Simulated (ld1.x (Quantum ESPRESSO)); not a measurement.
Mn PAW: all-electron and pseudo phase curves

```
Element                 : manganese (Mn)
Generator               : ld1.x (Quantum ESPRESSO) 7.5
Type                    : PAW
Functional              : PBE
Relativity              : fully relativistic
Frozen core             : [Ar]
Valence charge          : 7
Reference configuration : 3d5 4s0 4p0 (charge +2)
Partial waves           : 4s (bound, empty): rcut 1.85, rcutus 2.05 bohr; 4s channel at 1.7 Ry: rcut 1.85, rcutus 2.05 bohr; 4p (bound, empty): rcut 1.84, rcutus 1.96 bohr; 4p channel at 3.25 Ry: rcut 1.84, rcutus 1.96 bohr; 3d (bound): rcut 0.85, rcutus 1.05 bohr; 3d channel at -1.4 Ry: rcut 0.85, rcutus 1.05 bohr
Local potential         : all-electron potential smoothed inside 2.40 bohr (lloc = -1)
Core correction         : Bessel-smoothed model core, default radius (core density twice the valence density)
Augmentation charge     : BESSEL, radius 0.90 bohr
```

Open shells are filled in proportion to 2j + 1 (rel_dist='average').

The phase is arctan(r·u′/u) with u = r·R(r), unwrapped; energies in Ry, scanned from -4 to 5 Ry. A pole is an energy at which the radial function vanishes at the test radius. The pseudo phase is shifted by a multiple of π to meet the all-electron one at the reference energy, and phase errors are pseudo minus all-electron; the curves can meet again beyond the range given. Levels narrower than the energy grid can be missing from the lists of poles.

| channel | radius (bohr) | reference energy (Ry) | poles, all-electron | poles, pseudo | unbroken range about the reference energy with phases within 0.05 rad | phase error 1 Ry above the reference energy (rad) |
| --- | --- | --- | --- | --- | --- | --- |
| s | 2.58 | -1.43 | 0.45 | 0.45 | below 2.1 | -0.001 |
| p1/2 | 2.58 | -1.03 | 1.41 | 1.00, 1.62 | below 1.0 | -0.012 |
| p3/2 | 2.58 | -1.02 | 1.46 | 0.62, 1.56 | below 0.4 | -0.020 |
| d3/2 | 2.58 | -1.79 | -1.66, 3.09 | -1.66, 3.16 | the whole range | +0.000 |
| d5/2 | 2.58 | -1.78 | -1.65, 3.10 | -1.65, 3.17 | the whole range | +0.000 |

The ghost test of this file was not conclusive.

Phases in the d3/2 channel:

```csv
E (Ry),all-electron,pseudo
-4.00,1.345,1.345
-3.52,1.321,1.321
-3.04,1.287,1.287
-2.56,1.224,1.224
-2.08,0.968,0.968
-1.60,-1.637,-1.637
-1.12,-1.852,-1.852
-0.64,-1.992,-1.992
-0.16,-2.226,-2.226
0.32,-2.830,-2.825
0.80,-3.851,-3.843
1.28,-4.325,-4.320
1.76,-4.512,-4.507
2.24,-4.610,-4.606
2.72,-4.674,-4.669
3.20,-4.723,-4.716
3.68,-4.766,-4.756
4.16,-4.808,-4.795
4.64,-4.857,-4.837
```
